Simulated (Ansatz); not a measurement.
CH8BGeN (`BC[NH][GeH3]`): the same geometry under several functionals.

```yaml
crystal:
  periodic: [false, false, false]
  atoms:
    - {symbol: B, position_ang: [-1.978269, 0.554034, 0.702401]}
    - {symbol: C, position_ang: [-0.700041, 0.500961, -0.083386]}
    - {symbol: N, position_ang: [0.575664, 0.240341, 0.434781]}
    - {symbol: Ge, position_ang: [1.894735, -0.567521, -0.564563]}
    - {symbol: H, position_ang: [-2.974837, 0.909396, 0.147057]}
    - {symbol: H, position_ang: [-2.000258, 0.117112, 1.818936]}
    - {symbol: H, position_ang: [-0.674792, 0.932386, -1.084970]}
    - {symbol: H, position_ang: [-1.386556, -0.488034, -0.255212]}
    - {symbol: H, position_ang: [0.575821, 0.051788, 1.425837]}
    - {symbol: H, position_ang: [3.179132, -0.524540, 0.273339]}
    - {symbol: H, position_ang: [1.539290, -2.028601, -0.920589]}
    - {symbol: H, position_ang: [2.026912, 0.247582, -1.859531]}
basis:
  gaussian: {orbitals: def2-TZVPP}
hamiltonian: {xc: r2scan, dispersion: d4}
output: {forces: true, orbitals: {seedname: orbitals}}
```

```sh
$ ansatz run in.yaml --threads 4 --pin off --events-out ev --progress --plain
```

Shortened log:

```
Functional definition: r2SCAN
1334 factors; their error is unknown
mean field evaluation 1: about -59840.0915 eV, gradient 6.8e1 eV
mean field evaluation 2: about -59811.1336 eV, gradient 1.3e2 eV
mean field evaluation 4: about -59849.6590 eV, gradient 1.0e1 eV
mean field evaluation 8: about -59849.9015 eV, gradient 2.2e-1 eV
mean field evaluation 16: about -59849.8744 eV, gradient 8.0e-4 eV
mean field -59849.87443972 eV, -2199.4423179578 hartree, gradient 5.3e-5 eV, S^2 0.000000; 0 other end points of the search recorded, 0 dependent functions left out
reference -59849.87445445 eV, -2199.4423184989 hartree; 29, 29 occupied and 224, 224 virtual orbitals, 1334 factors
Total energy: -59849.92825512 eV, -2199.4442956374 hartree
Atom 0 at    -1.978269     0.554034     0.702401 Å, force    -0.121715    -0.031787     0.051397 eV/Å
Atom 1 at    -0.700041     0.500961    -0.083386 Å, force    -0.065152     0.089404    -0.076054 eV/Å
Atom 2 at     0.575664     0.240341     0.434781 Å, force     0.131156     0.041215     0.034674 eV/Å
Atom 3 at     1.894735    -0.567521    -0.564563 Å, force     0.108314    -0.050084    -0.071566 eV/Å
Atom 4 at    -2.974837     0.909396     0.147057 Å, force     0.040457    -0.007147     0.020328 eV/Å
Atom 5 at    -2.000258     0.117112     1.818936 Å, force     0.008499     0.018820    -0.034430 eV/Å
Atom 6 at    -0.674792     0.932386    -1.084970 Å, force     0.024845    -0.025352    -0.005325 eV/Å
Atom 7 at    -1.386556    -0.488034    -0.255212 Å, force    -0.050527    -0.029527    -0.005701 eV/Å
Atom 8 at     0.575821     0.051788     1.425837 Å, force    -0.005107    -0.023588     0.047148 eV/Å
Atom 9 at     3.179132    -0.524540     0.273339 Å, force    -0.066490     0.000445    -0.037813 eV/Å
Atom 10 at     1.539290    -2.028601    -0.920589 Å, force     0.009202     0.053532     0.010701 eV/Å
Atom 11 at     2.026912     0.247582    -1.859531 Å, force    -0.013481    -0.035932     0.066641 eV/Å
Dipole moment:     0.296728    -0.149690    -0.074364 e Å
```

It took 4.4 s on 4 threads of a server CPU on a shared host, with 0.36 GiB of host memory at the peak.

With the line `hamiltonian: {xc: {name: r2SCANh}, dispersion: d4}` and no forces (abridged; 4 s):

```
Functional definition: r2SCANh
mean field evaluation 16: about -59849.5360 eV, gradient 1.3e-5 eV
mean field -59849.53595243 eV, -2199.4298787793 hartree, gradient 1.3e-5 eV, S^2 0.000000
Total energy: -59849.59289335 eV, -2199.4319713196 hartree
```

Changing it to `hamiltonian: {xc: {name: B97M-V}}` and no forces (abridged; 6 s):

```
Functional definition: B97M-V
mean field evaluation 16: about -59841.8190 eV, gradient 1.6e-3 eV
mean field -59841.81904632 eV, -2199.1462877105 hartree, gradient 1.7e-5 eV, S^2 0.000000
Total energy: -59841.81911822 eV, -2199.1462903529 hartree
```

The same input with `hamiltonian: {xc: {name: wB97X-V}}` and no forces (abridged; 7.5 s):

```
Functional definition: wB97X-V
mean field evaluation 16: about -59846.1348 eV, gradient 7.8e-5 eV
mean field -59846.13475208 eV, -2199.3048869720 hartree, gradient 2.2e-5 eV, S^2 0.000000
Total energy: -59846.13474968 eV, -2199.3048868837 hartree
```

Changing it to `hamiltonian: {xc: {name: revPBE}, dispersion: d4}` and no forces (abridged; 2 s):

```
Functional definition: revPBE
mean field evaluation 16: about -59846.7669 eV, gradient 5.4e-4 eV
mean field -59846.76694218 eV, -2199.3281195295 hartree, gradient 7.9e-5 eV, S^2 0.000000
Total energy: -59847.45503359 eV, -2199.3534064224 hartree
```

With the line `hamiltonian: {xc: hse06, dispersion: d4}` and no forces (abridged; 3.2 s):

```
Functional definition: HSE06
mean field evaluation 16: about -59840.6740 eV, gradient 2.6e-5 eV
mean field -59840.67400226 eV, -2199.1042081172 hartree, gradient 2.6e-5 eV, S^2 0.000000
Total energy: -59840.84264088 eV, -2199.1104054723 hartree
```

HSE06 is the plane-wave form, built on full-range PBE exchange.
